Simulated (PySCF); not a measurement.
dimethyl telluride (C₂H₆Te), SMILES C[Te]C. Coordinates come from a PBE-D3(BJ)/def2-SVP optimisation. The def2 effective core potentials stand for the cores of Te; spin–orbit coupling is left out.

Computed equilibrium geometry at PBE-D3(BJ)/def2-SVP (PySCF confirms it by a frequency run) as a Z-matrix, and its point group:
point group C2v.
```
Te
C 1 2.1754
H 2 1.1055 1 109.80
H 2 1.1055 3 110.76 1 -121.43
H 2 1.1062 3 109.57 4 -121.00
C 1 2.1754 2 93.74 3 -61.00
H 6 1.1055 1 109.80 2 -61.00
H 6 1.1055 7 110.76 1 -121.43
H 6 1.1062 7 109.57 8 -121.00
```
